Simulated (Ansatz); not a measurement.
Q: Name a neutral molecule of Ga, N, O and H with HOMO–LUMO gap (B3LYP/def2-TZVPP) between 6.45 and 6.75 eV and size of the dipole moment (PBE/def2-TZVPP) between 1.90 and 2.20 D (Ansatz, PBE0-D4/def2-TZVP geometry).

A: `[NH2][Ga]([OH])[OH]` (6.48 eV, 2.03 D). Other molecules can fit too; these were computed, each in one conformer that needn't be the lowest.

B3LYP here is the variant with VWN-RPA as its local correlation; programs differ in this.
